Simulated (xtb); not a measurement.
A run for xtb: GFN2-xTB on GeH5NTe (SMILES N[Te][GeH3]), a point of a torsion scan.

```
$ xtb mol.xyz --gfn 2 --sp --chrg 0 --uhf 0
8

N      2.10678272    -0.12793692     0.18350492
Te     0.63874865    -0.16028016     1.62265840
Ge    -1.36593716     0.01925697     0.09976713
H      2.06446011     0.72407512    -0.36151150
H      1.99799581    -0.89671721    -0.46604553
H     -2.33887442    -1.12430829     0.17381965
H     -2.22328163     1.23867994     0.29635523
H     -0.93411743     0.07340522    -1.33990404
```

The head of its log:

```
[...]
           -------------------------------------------------
          |                Calculation Setup                |
           -------------------------------------------------



           -------------------------------------------------
          |                 G F N 2 - x T B                 |
           -------------------------------------------------

        Reference                      10.1021/acs.jctc.8b01176
      * Hamiltonian:
        H0-scaling (s, p, d)           1.850000    2.230000    2.230000
        zeta-weighting                 0.500000
      * Dispersion:
        s8                             2.700000
        a1                             0.520000
        a2                             5.000000
        s9                             5.000000
      * Repulsion:
        kExp                           1.500000    1.000000
        rExp                           1.000000
      * Coulomb:
        alpha                          2.000000
        third order                    shell-resolved
        anisotropic                    true
        a3                             3.000000
        a5                             4.000000
        cn-shift                       1.200000
        cn-exp                         4.000000
        max-rad                        5.000000


          ...................................................
          :                      SETUP                      :
          :.................................................:
          :  # basis functions                  29          :
          :  # atomic orbitals                  27          :
          :  # shells                           13          :
          :  # electrons                        20          :
          :  max. iterations                   250          :
          :  Hamiltonian                  GFN2-xTB          :
          :  restarted?                      false          :
          :  GBSA solvation                  false          :
          :  PC potential                    false          :
          :  electronic temp.          300.0000000     K    :
          :  accuracy                    1.0000000          :
          :  -> integral cutoff          0.2500000E+02      :
          :  -> integral neglect         0.1000000E-07      :
          :  -> SCF convergence          0.1000000E-05 Eh   :
          :  -> wf. convergence          0.1000000E-03 e    :
          :  Broyden damping             0.4000000          :
          :  net charge                          0          :
          :  unpaired electrons                  0          :
          ...................................................

 iter      E             dE          RMSdq      gap      omega  full diag
   1    -10.4714030 -0.104714E+02  0.847E+00    3.75       0.0  T
   2    -10.5117041 -0.403011E-01  0.959E+00    3.45       1.0  T
```

Q: Predict the final total energy.

A: -10.4774 hartree.
